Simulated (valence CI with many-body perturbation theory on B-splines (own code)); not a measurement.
## Tl48+: electric-dipole lines

Calculated by configuration interaction combined with many-body perturbation theory (CI+MBPT): five valence electrons over a frozen Dirac-Fock core [Ar] 3d10, radial functions for each j: 9 s, 9 p, 8 d, 6 f, 3 g, 1 h, with the one-electron correlation potential Σ1, the two-electron term Σ2, the three-electron term Σ3, Breit, model QED; selected CI, second order for the rest (own B-spline code, finite nucleus).

The last digits are not significant, and no measured levels were compared; by estimate large intervals hold to a few tenths of a per cent, small ones and those within an open d or f shell to about a per cent. Among the levels kept, up to 350 cm⁻¹ of a level comes from second order outside the variational space, and about a tenth of that is noise between levels of different J, which matters for small intervals.

Lines 151 to 200 of 216 in falling wavelength, among levels below 517.81 eV, chosen from the strongest by gf and those to the six lowest levels. Wavelengths and rates use the calculated energies. Electric multipoles are in the length gauge, E1 and E2 with the static RPA response of the core. Weak lines are less certain than strong ones. Lines between different terms over intervals too small for the method are left out, as are lines whose strength nearly cancels. The highest levels of a list are the least certain.

Levels are named by their leading jj configuration (3d3/2^4 stands for four electrons in 3d with j = 3/2), which in mixed levels can hold well under half, so a name can repeat and another be missing. Letters in brackets count levels of one name in rising energy.

```csv
λ vac (nm),Upper,Lower,A (s⁻¹),log gf,Branch %
5.112,(4s 4p1/2^2 4p3/2 4d5/2) J=5/2 [b],(4s 4p1/2^2 4p3/2^2) J=5/2,5.93e+10,-0.86,4.7
5.056,(4s^2 4p1/2 4d3/2^2) J=5/2,(4s 4p1/2^2 4p3/2^2) J=5/2,3.39e+09,-2.11,0.3
5.015,(4s 4p1/2^2 4p3/2 4d3/2) J=5/2 [b],(4s^2 4p1/2^2 4d5/2) J=5/2,2.97e+09,-2.17,0.2
4.794,(4s 4p1/2 4p3/2^3) J=3/2 [a],(4s^2 4p1/2 4p3/2^2) J=1/2,2.52e+10,-1.46,2.7
4.734,(4s 4p1/2^2 4p3/2 4d3/2) J=5/2 [a],(4s^2 4p1/2^2 4d3/2) J=3/2,6.68e+09,-1.87,11.8
4.721,(4s 4p1/2^2 4p3/2 4d3/2) J=3/2 [a],(4s^2 4p1/2^2 4d3/2) J=3/2,2.25e+10,-1.52,23.2
4.718,(4s 4p1/2^2 4p3/2 4d3/2) J=1/2 [a],(4s^2 4p1/2^2 4d3/2) J=3/2,1.14e+09,-3.12,2.5
4.698,(4s 4p1/2^2 4p3/2 4d5/2) J=5/2 [a],(4s^2 4p1/2^2 4d5/2) J=5/2,1.81e+11,-0.44,41.2
4.672,(4s 4p1/2^2 4p3/2^2) J=5/2,(4s^2 4p1/2^2 4p3/2) J=3/2,2.79e+11,-0.26,90.5
4.653,(4s 4p1/2 4p3/2^3) J=3/2 [a],(4s^2 4p1/2 4p3/2^2) J=5/2,4.26e+10,-1.26,4.6
4.588,(4s 4p1/2^2 4p3/2 4d5/2) J=3/2 [a],(4s^2 4p1/2^2 4d5/2) J=5/2,1.02e+11,-0.89,30.0
4.578,(4s 4p1/2^2 4p3/2 4d5/2) J=7/2 [a],(4s^2 4p1/2^2 4d5/2) J=5/2,6.10e+10,-0.81,13.1
4.547,(4s 4p1/2 4p3/2^3) J=3/2 [a],(4s^2 4p1/2 4p3/2^2) J=3/2,8.50e+11,0.02,92.4
4.495,(4s 4p1/2 4p3/2^3) J=5/2,(4s^2 4p1/2 4p3/2^2) J=5/2,8.84e+11,0.21,96.4
4.467,(4s 4p1/2^2 4p3/2 4d3/2) J=3/2 [b],(4s^2 4p1/2^2 4d3/2) J=3/2,4.64e+11,-0.26,84.6
4.448,(4s 4p1/2^2 4p3/2 4d5/2) J=7/2 [b],(4s^2 4p1/2^2 4d5/2) J=5/2,6.08e+11,0.16,58.3
4.431,(4s 4p1/2 4p3/2^3) J=1/2,(4s^2 4p1/2 4p3/2^2) J=1/2,9.32e+11,-0.26,48.0
4.412,(4s 4p1/2 4p3/2^3) J=3/2 [b],(4s^2 4p1/2 4p3/2^2) J=1/2,4.30e+11,-0.30,23.0
4.396,(4s 4p1/2^2 4p3/2^2) J=1/2,(4s^2 4p1/2^2 4p3/2) J=3/2,5.04e+11,-0.53,92.8
4.396,(4s 4p1/2 4p3/2^3) J=5/2,(4s^2 4p1/2 4p3/2^2) J=3/2,8.48e+09,-1.83,0.9
4.365,(4s 4p1/2^2 4p3/2^2) J=3/2,(4s^2 4p1/2^2 4p3/2) J=3/2,9.75e+11,0.05,94.0
4.338,(4s 4p1/2^2 4p3/2 4d3/2) J=1/2 [b],(4s^2 4p1/2^2 4d3/2) J=3/2,8.71e+11,-0.31,90.3
4.332,(4s 4p1/2^2 4p3/2 4d5/2) J=3/2 [b],(4s^2 4p1/2^2 4d5/2) J=5/2,5.82e+11,-0.18,54.9
4.318,(4s 4p1/2^2 4p3/2 4d3/2) J=5/2 [b],(4s^2 4p1/2^2 4d3/2) J=3/2,1.27e+12,0.33,94.8
4.293,(4s 4p1/2^2 4p3/2 4d5/2) J=5/2 [b],(4s^2 4p1/2^2 4d5/2) J=5/2,4.81e+11,-0.10,38.2
4.292,(4s 4p1/2 4p3/2^3) J=3/2 [b],(4s^2 4p1/2 4p3/2^2) J=5/2,1.40e+12,0.19,74.9
4.254,(4s^2 4p1/2 4d3/2^2) J=5/2,(4s^2 4p1/2^2 4d5/2) J=5/2,2.61e+10,-1.37,2.3
4.219,(4s 4p1/2 4p3/2^3) J=1/2,(4s^2 4p1/2 4p3/2^2) J=3/2,9.69e+11,-0.29,49.8
4.202,(4s 4p1/2 4p3/2^3) J=3/2 [b],(4s^2 4p1/2 4p3/2^2) J=3/2,1.20e+10,-1.90,0.6
4.081,(4s 4p1/2^2 4p3/2 4d5/2) J=5/2 [a],(4s^2 4p1/2^2 4d3/2) J=3/2,4.73e+08,-3.15,0.1
3.998,(4s 4p1/2^2 4p3/2 4d5/2) J=3/2 [a],(4s^2 4p1/2^2 4d3/2) J=3/2,1.94e+10,-1.73,5.7
3.838,(4s 4p1/2^2 4p3/2 4d5/2) J=1/2,(4s^2 4p1/2^2 4d3/2) J=3/2,9.92e+09,-2.36,1.9
3.802,(4s 4p1/2^2 4p3/2 4d5/2) J=3/2 [b],(4s^2 4p1/2^2 4d3/2) J=3/2,1.02e+08,-4.05,0.0
3.800,(4s^2 4p1/2 4p3/2 4d3/2) J=5/2 [a],(4s^2 4p1/2^2 4p3/2) J=3/2,3.41e+09,-2.35,21.6
3.793,(4s^2 4p1/2 4p3/2 4d3/2) J=3/2 [a],(4s^2 4p1/2^2 4p3/2) J=3/2,9.90e+10,-1.07,79.0
3.791,(4s^2 4p1/2 4p3/2 4d3/2) J=1/2 [a],(4s^2 4p1/2^2 4p3/2) J=3/2,3.14e+09,-2.87,18.7
3.772,(4s 4p1/2^2 4p3/2 4d5/2) J=5/2 [b],(4s^2 4p1/2^2 4d3/2) J=3/2,2.68e+10,-1.46,2.1
3.742,(4s^2 4p1/2 4d3/2^2) J=5/2,(4s^2 4p1/2^2 4d3/2) J=3/2,1.04e+12,0.12,91.3
3.708,(4s^2 4p3/2^2 4d3/2) J=3/2 [a],(4s^2 4p1/2 4p3/2^2) J=1/2,1.82e+11,-0.82,6.5
3.696,(4s^2 4p3/2^2 4d3/2) J=1/2,(4s^2 4p1/2 4p3/2^2) J=1/2,4.05e+10,-1.78,1.6
3.623,(4s^2 4p3/2^2 4d3/2) J=3/2 [a],(4s^2 4p1/2 4p3/2^2) J=5/2,6.83e+11,-0.27,24.5
3.614,(4s^2 4p3/2^2 4d3/2) J=5/2,(4s^2 4p1/2 4p3/2^2) J=5/2,1.34e+12,0.20,58.6
3.595,(4s^2 4p3/2^2 4d3/2) J=7/2,(4s^2 4p1/2 4p3/2^2) J=5/2,2.06e+12,0.50,100.0
3.575,(4s^2 4p3/2^2 4d3/2) J=3/2 [b],(4s^2 4p1/2 4p3/2^2) J=1/2,2.12e+12,0.21,97.9
3.559,(4s^2 4p3/2^2 4d3/2) J=3/2 [a],(4s^2 4p1/2 4p3/2^2) J=3/2,1.92e+12,0.16,69.0
3.550,(4s^2 4p1/2 4p3/2 4d3/2) J=5/2 [b],(4s^2 4p1/2^2 4p3/2) J=3/2,2.70e+12,0.49,99.8
3.550,(4s^2 4p3/2^2 4d3/2) J=5/2,(4s^2 4p1/2 4p3/2^2) J=3/2,9.43e+11,0.03,41.4
3.547,(4s^2 4p3/2^2 4d3/2) J=1/2,(4s^2 4p1/2 4p3/2^2) J=3/2,2.52e+12,-0.02,98.0
3.532,(4s^2 4p1/2 4p3/2 4d3/2) J=3/2 [b],(4s^2 4p1/2^2 4p3/2) J=3/2,3.54e+12,0.42,99.9
3.521,(4s^2 4p1/2 4p3/2 4d3/2) J=1/2 [b],(4s^2 4p1/2^2 4p3/2) J=3/2,2.90e+12,0.03,99.4
```
